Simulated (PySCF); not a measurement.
Badger's rule along the third period: bonds to Tl

PBE0 in PySCF with def2-SVP on every atom (core potentials on Tl), for the lowest determinant that a PBE0 search found; no spin–orbit coupling. Badger's rule says that Re = d + c·k^(−1/3) for bonds between atoms of fixed rows.

```json
{"molecule": "TlCl", "state (unpaired electrons)": "singlet (closed shell)", "Re (Å)": "2.519", "k (mdyn/Å)": "1.56"}
{"molecule": "TlS", "state (unpaired electrons)": "doublet (π ↑)", "Re (Å)": "2.612", "k (mdyn/Å)": "?"}
{"molecule": "TlSi", "state (unpaired electrons)": "quartet (σ ↑, π ↑↑)", "Re (Å)": "2.683", "k (mdyn/Å)": "?"}
{"molecule": "TlP", "state (unpaired electrons)": "triplet (π ↑↑)", "Re (Å)": "2.736", "k (mdyn/Å)": "?"}
{"molecule": "AlTl", "state (unpaired electrons)": "triplet (σ ↑, π ↑)", "Re (Å)": "2.924", "k (mdyn/Å)": "0.470"}
```

Question: Fix c and d from TlCl and AlTl.

Answer: c = (2.924 − 2.519)/(0.47^(−1/3) − 1.56^(−1/3)) = 0.955, d = 2.519 − c·1.56^(−1/3) = 1.695 Å.

Question: Predict k of the others and set the computed values beside them.

Answer: 

```csv
molecule,k by the rule,k computed,difference (%)
TlS,1.13,1.23,-8
TlSi,0.905,0.795,14
TlP,0.773,0.881,-12
```

The rule misses by 11 % on average; it knows nothing of spin state or of how ionic a bond is, and both change along this series.

Spin–orbit coupling is left out, which matters for elements this heavy, above all for dissociation energies. States were picked by a PBE0 search and need not be the measured ground states.
